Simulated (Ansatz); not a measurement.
Cost and result for the atomization energy of C₄H₉GaS (`C=[C]([GaH2])CSC`) (15 atoms, 14 bonds).

```xyz
15

C    -1.079   -0.123   -1.860
C    -0.398    0.506   -0.910
Ga    1.529    0.985   -0.657
C    -0.980    0.803    0.440
S     0.369    0.466    1.625
C     0.440   -1.328    1.518
H    -0.635   -0.359   -2.822
H    -2.119   -0.425   -1.726
H     2.644   -0.106   -0.863
H     1.887    2.512   -0.539
H    -1.177    1.872    0.567
H    -1.883    0.248    0.713
H     0.429   -1.643    0.474
H     1.374   -1.643    1.983
H    -0.401   -1.765    2.057
```

The species carries charge 0 and has multiplicity 1. Correlated methods include outer-core shells of Ga, which these sets cover unevenly. Scalar relativity is left out up to krypton. The structure was optimised at the PBE0-D4/def2-TZVP level. It is one conformer, not always the lowest. Program: Ansatz. All runs use 2 threads of an AMD EPYC 7R13 on a shared host and a share of an NVIDIA H100 80 GB. Times are those of one run each, without the atoms' runs, and a repeat can differ threefold. Electronic energies, without spin–orbit coupling; frozen cores. CCSD(T)/CBS adds CCSD(T) − MP2 in def2-TZVPP to the MP2 limit, and its time is that of the two runs behind it. T1 = 0.012. With those shells the extrapolation isn't a true limit. B3LYP takes the VWN-RPA correlation (the form of Gaussian; ORCA's B3LYP/G).

CCSD(T)/CBS is a level of theory with its own doubt, some kJ/mol a heavy atom from the limit and from the frozen cores, so smaller differences don't rank the functionals.

```
                             level  functions  wall time
                  CCSD(T)/def2-SVP        151      3.1 s
            LDA (SPW92)/def2-TZVPP        340      3.5 s
                BLYP-D4/def2-TZVPP        340      3.6 s
               PBE-QIDH/def2-TZVPP        340      3.9 s
              revPBE-D4/def2-TZVPP        340      4.3 s
r2SCAN-D4/def2-TZVPP (with forces)        340      4.8 s
                 B97M-V/def2-TZVPP        340      5.5 s
 B3LYP-D4/def2-TZVPP (with forces)        340        6 s
             r2SCANh-D4/def2-TZVPP        340        6 s
           CAM-B3LYP-D4/def2-TZVPP        340      6.5 s
                    MP2/def2-QZVPP        657        9 s
                CCSD(T)/def2-TZVPP        340       16 s
                 CCSD(T)/CBS(def2)          –       25 s
```

**Question.** What atomization energy does each give, and how far from CCSD(T)/CBS? (Best estimate.)

**Answer.** Computed: 
```csv
level,atomization (kcal/mol),difference from CCSD(T)/CBS,per bond
CCSD(T)/def2-SVP,1241.9,-61.8,-4.4
LDA (SPW92)/def2-TZVPP,1489.9,186.2,13.3
BLYP-D4/def2-TZVPP,1293.5,-10.2,-0.7
PBE-QIDH/def2-TZVPP,1302.3,-1.4,-0.1
revPBE-D4/def2-TZVPP,1301.0,-2.7,-0.2
r2SCAN-D4/def2-TZVPP (with forces),1309.3,5.6,0.4
B97M-V/def2-TZVPP,1309.6,5.9,0.4
B3LYP-D4/def2-TZVPP (with forces),1299.5,-4.2,-0.3
r2SCANh-D4/def2-TZVPP,1302.9,-0.8,-0.1
CAM-B3LYP-D4/def2-TZVPP,1303.4,-0.3,0.0
MP2/def2-QZVPP,1307.6,3.9,0.3
CCSD(T)/def2-TZVPP,1275.1,-28.6,-2.0
CCSD(T)/CBS(def2),1303.7,0.0,0.0
```

From BLYP to BHLYP (50 % exact exchange), in def2-TZVPP and without D4, the atomization energy moves by −15.8 kcal/mol: exact exchange takes away binding that semilocal exchange gives to molecules. In def2-TZVPP, CCSD(T) changes the Hartree–Fock value by +319.0 kcal/mol (the triples alone add +20.5 kcal/mol) and MP2 by +334.9 kcal/mol; breaking electron pairs costs correlation energy, which Hartree–Fock lacks. The D4 term adds +16.7 kcal/mol with B3LYP and +8.8 kcal/mol with PBE0; it sums over pairs of atoms, weighted by their polarisabilities, and B3LYP, whose exchange is more repulsive, gets the larger term.
